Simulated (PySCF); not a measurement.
Write a Z-matrix for `C[C](C)(C)[GeH2][Cl]` as optimised with PBE0-D3(BJ)/def2-SVP.

Z-matrix in Å and degrees, rows numbered from 1:
```
C 
C   1  1.5284
C   2  1.5275  1  110.79
C   2  1.5274  1  110.86  3  -123.04
Ge  2  1.9710  1  107.25  3   118.34
Cl  5  2.1766  2  107.24  1  -177.17
H   1  1.1043  2  110.14  3    61.13
H   1  1.1023  2  112.07  3  -179.61
H   1  1.1023  2  111.97  3   -58.06
H   3  1.1008  2  111.42  1   177.82
H   3  1.1042  2  110.13  1   -62.51
H   3  1.1019  2  111.90  1    57.00
H   4  1.1042  2  110.09  1    63.20
H   4  1.1011  2  111.46  1  -177.28
H   4  1.1018  2  111.95  1   -56.28
H   5  1.5407  2  112.39  1   -60.49
H   5  1.5409  2  112.54  1    65.85
```

Ge5 (germanium bonded to C, Cl and 2 H) is tetrahedral (angles from 106.5° to 112.5°). All 3 C–C bonds measure 1.527 to 1.528 Å. Of the pairs four or more bonds apart, Cl6···H10 is among the closest relative to their van der Waals radii: 3.01 Å, 102 % of the sum of Bondi's values.

Method: PBE0-D3(BJ)/def2-SVP geometry optimisation, gas phase (PySCF).

Point group: near Cs, missed by 0.13 Å at most; the miss may be what the optimiser left on a soft mode. Whether it is a minimum is left open (no frequencies).
